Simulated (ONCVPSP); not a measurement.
**Ni: one change to an ONCV potential, before and after**

* Element: nickel
* Generator: ONCVPSP 4.0.1
* Type: optimised norm-conserving Vanderbilt (ONCV)
* Functional: PBE
* Relativity: scalar-relativistic
* Frozen core: [Ne] 3s2
* Valence charge: 16
* Reference configuration: 3p6 3d8 4s1.5 (charge +0.5)
* Partial waves: 4s: rc 1.80 bohr, ncon 5, nbas 9, qcut 4.3 1/bohr, 2 projectors, debl 3.3 Ha; 3p: rc 0.95 bohr, ncon 4, nbas 8, qcut 16.1 1/bohr, 2 projectors, debl 2.5 Ha; 3d: rc 0.75 bohr, ncon 4, nbas 8, qcut 14.2 1/bohr, 3 projectors, debl 0.5 Ha
* Local potential: polynomial inside 0.55 bohr (lpopt 1, dvloc0 2 Ha)
* Core correction: none

In the p channel the program set the typed energies aside and used -2.784, 0.250 Ha.

Change: d: qcut 14.1.

Cutoffs: the cutoffs (Ha) at which the residual kinetic energy of the hardest occupied pseudo-wave falls to 1 and 0.1 mHa per electron; they do not see the model core or the augmentation charge, which bear on the density cutoff. Errors are all-electron minus pseudo energies relative to the spin-unpolarised reference configuration.

**Question.** What does the change do?

**Answer.** The potential gets harder (264 Ha and 422 Ha → 315 Ha and 424 Ha); both files keep a bound ghost (d, s); the errors of the 4 common tests hardly move.

```csv
quantity,base,changed
"cutoff, loose",264 Ha,315 Ha
"cutoff, tight",422 Ha,424 Ha
loose cutoff by channel,"s 6.0 Ha, p 64 Ha, d 264 Ha","s 6.0 Ha, p 64 Ha, d 315 Ha"
bound ghosts,"s, d","s, d"
GHOST(+) flags under 300 eV,none,none
"error for 3p6 3d8 4s2, meV [ΔE -3.72 eV]",-0.6,-0.6
"error for 3p6 3d8 4s1, meV [ΔE 5.61 eV]",-2.2,-2.2
"error for 3p6 3d8 4s0, meV [ΔE 22.96 eV]",-21,-21
"error for 3p6 3d8 4s0 4p2, meV [ΔE 5.79 eV]",-15,-15
s: phases at 1.82 bohr within 0.05 rad from the reference energy up to (Ha; the scan ends near 5),to the end of the scan,to the end of the scan
p: phases at 0.97 bohr within 0.05 rad from the reference energy up to (Ha; the scan ends near 5),to the end of the scan,to the end of the scan
d: phases at 0.76 bohr within 0.05 rad from the reference energy up to (Ha; the scan ends near 5),to the end of the scan,to the end of the scan
```

 A true bound ghost makes a file unfit for plane-wave use even where its test errors are small: the radial tests pick states by their node count and pass the ghost by.
